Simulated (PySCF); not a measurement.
An unknown gives this computed stick spectrum. The calculation used TDDFT B3LYP/def2-SVPD, vertical, gas phase, core orbitals frozen in the response in PySCF 2.14.0, density-fitted response routines. Geometries: PBE0-D3(BJ)/def2-SVP, one conformer each. Relativistic effects are left out although some hold elements past zinc.

```json
{"state": "S1", "E (eV)": "7.05", "f": "0.0001", "main configurations (H = HOMO, L = LUMO)": "H→L (97%)"}
{"state": "S2", "E (eV)": "7.27", "f": "0.0000", "main configurations (H = HOMO, L = LUMO)": "H-1→L (97%)"}
{"state": "S3", "E (eV)": "7.51", "f": "0.022", "main configurations (H = HOMO, L = LUMO)": "H-2→L (95%)"}
{"state": "S4", "E (eV)": "7.72", "f": "0.036", "main configurations (H = HOMO, L = LUMO)": "H-3→L (93%)"}
{"state": "S5", "E (eV)": "7.95", "f": "0.066", "main configurations (H = HOMO, L = LUMO)": "H-4→L (93%)"}
{"state": "S6", "E (eV)": "8.08", "f": "0.0042", "main configurations (H = HOMO, L = LUMO)": "H→L+1 (96%)"}
{"state": "S7", "E (eV)": "8.19", "f": "0.048", "main configurations (H = HOMO, L = LUMO)": "H-5→L (86%)"}
{"state": "S8", "E (eV)": "8.23", "f": "0.040", "main configurations (H = HOMO, L = LUMO)": "H-6→L (88%)"}
{"state": "S9", "E (eV)": "8.32", "f": "0.0075", "main configurations (H = HOMO, L = LUMO)": "H→L+2 (77%)"}
{"state": "S10", "E (eV)": "8.40", "f": "0.036", "main configurations (H = HOMO, L = LUMO)": "H-7→L (82%)"}
```

Triplets computed (Tamm–Dancoff): 6.83, 6.92, 7.13, 7.31 eV.

Orbital energies (eV): HOMO-3 -9.41, HOMO-2 -9.24, HOMO-1 -9.06, HOMO -8.73, LUMO -0.71, LUMO+1 0.30, LUMO+2 0.61.

Task: Which structure fits?
A. `CCO[Si](Cl)(Cl)Cl`
B. `O=C1C[C@@H]2CC[C@H]1C2`
C. `ClC(C#C)C#C`
D. `O=C([O][Ge]([Cl])([Cl])[Cl])C`

Result: A. Its S1, at 7.05 eV, is the highest among the candidates; the nearest of the others has S1 at 5.45 eV. S1 is HOMO→LUMO (97%). Löwdin shares by element: HOMO oxygen 45%, chlorine 20% or more, carbon 14% or more (atoms not listed hold the other 21%); LUMO chlorine 68%, silicon 23%. At the same level the other candidates give, for their lowest levels:
- `CC(=O)[O][Ge]([Cl])([Cl])[Cl]`: 5.19 eV (f 0.022); 5.74 eV (f 0.000); 5.76 eV (f 0.000); 6.00 eV (f 0.015); 6.01 eV (f 0.011); T1 5.04 eV; HOMO -8.46, LUMO -2.40 eV
- `O=C1C[C@@H]2CC[C@H]1C2`: 4.26 eV (f 0.000); 6.17 eV (f 0.005); 6.93 eV (f 0.024); 7.01 eV (f 0.014); 7.10 eV (f 0.006); T1 3.75 eV; HOMO -6.72, LUMO -0.71 eV
- `C#CC(Cl)C#C`: 5.45 eV (f 0.019); 5.52 eV (f 0.006); 5.68 eV (f 0.036); 5.98 eV (f 0.042); 6.36 eV (f 0.028); T1 4.69 eV; HOMO -7.97, LUMO -1.45 eV
